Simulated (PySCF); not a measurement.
Computed IR spectrum (relative IR intensity) of a molecule CH6F2OSi2. Coordinates come from a ωB97X-D3(BJ)/def2-SVP optimisation. The values are those of a single conformer. Computed with ωB97X-D3(BJ)/def2-SVP (PySCF). Frequencies are harmonic and unscaled.

Lines under 2 % of the strongest are left out, and lines within 2 cm⁻¹ are merged.

ν (cm⁻¹): 276 (m), 278 (vw), 295 (m), 602 (m), 714 (m), 788 (vw), 842 (w), 881 (w), 910 (vs), 953 (w), 969 (m), 989 (m), 1076 (w), 1081 (s), 1194 (m), 1381 (w), 2268 (w), 2275 (s), 2286 (s), 3866 (w) (against the strongest line: vs over 80 %, s over 45 %, m over 15 %, w over 4 %, vw less)

Task: Which molecule gave these data?
(A) OC([SiH2]F)[SiH2]F
(B) FC(F)[SiH2]O[SiH3]
(C) O[Si](F)(F)C[SiH3]
(D) CO[SiH2][SiH](F)F

Result: A, OC([SiH2]F)[SiH2]F
